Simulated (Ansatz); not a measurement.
Input for Ansatz (development build ahead of 0.2.0):

```yaml
crystal:
  periodic: [false, false, false]
  atoms:
    - { symbol: C, position_ang: [1.0001, 0.00734, -0.00095] }
    - { symbol: C, position_ang: [0.25342, 1.22538, 0.0024] }
    - { symbol: C, position_ang: [-1.13509, 1.20073, -0.00301] }
    - { symbol: C, position_ang: [-1.83851, -0.0087, -0.00492] }
    - { symbol: C, position_ang: [-1.14075, -1.20371, 0.00104] }
    - { symbol: C, position_ang: [0.2463, -1.22052, -0.00653] }
    - { symbol: C, position_ang: [2.39834, -0.00315, 0.00896] }
    - { symbol: H, position_ang: [0.78716, 2.15997, 0.00137] }
    - { symbol: H, position_ang: [-1.68509, 2.15024, -0.00324] }
    - { symbol: H, position_ang: [-2.92991, 0.00439, 0.00896] }
    - { symbol: H, position_ang: [-1.68438, -2.14929, 0.00221] }
    - { symbol: H, position_ang: [0.7967, -2.16908, 0.00872] }
    - { symbol: H, position_ang: [2.95978, -0.94463, -0.00465] }
    - { symbol: H, position_ang: [2.95773, 0.93249, 0.00739] }
basis:
  gaussian: { orbitals: def2-SVP }
magnetization:
  spin_polarized: true
  initial_magnetization: 1
hamiltonian:
  xc: hf
```

The input is written out in the form of the current development build from the run's settings.

Output:

* Converged: yes
* Total energy: -268.94348 hartree
* Spin squared of the determinant: 1.360

Caution: the unrestricted determinant is spin contaminated.
